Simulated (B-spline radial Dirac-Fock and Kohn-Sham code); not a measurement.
The K (1s) hole of niobium ions: width and yield against charge

These are calculated numbers from a radial B-spline solver; the model is independent-particle radiative and Coulomb Auger rates from relativistic LDA hole-state orbitals, with Dirac-Fock energies. Tabulated ground configurations, configuration averages; single configurations, so decays that open only by mixing (as 1s 2s² with 1s 2p² in Be-like ions) are missing and such tiny yields are far too low.

```tsv
ion	configuration	radiative (eV)	non-radiative (eV)	yield
Nb	[Kr] 4d4 5s1	3.04	1.03	0.748
Nb⁺	[Kr] 4d4	3.04	1.03	0.748
Nb²⁺	[Kr] 4d3	3.04	1.03	0.748
Nb³⁺	[Kr] 4d2	3.04	1.03	0.748
Nb⁴⁺	[Kr] 4d1	3.05	1.03	0.748
Nb⁵⁺	[Ar] 3d10 4s2 4p6	3.05	1.03	0.747
Nb⁶⁺	[Ar] 3d10 4s2 4p5	3.04	1.03	0.748
Nb⁷⁺	[Ar] 3d10 4s2 4p4	3.04	1.02	0.748
```
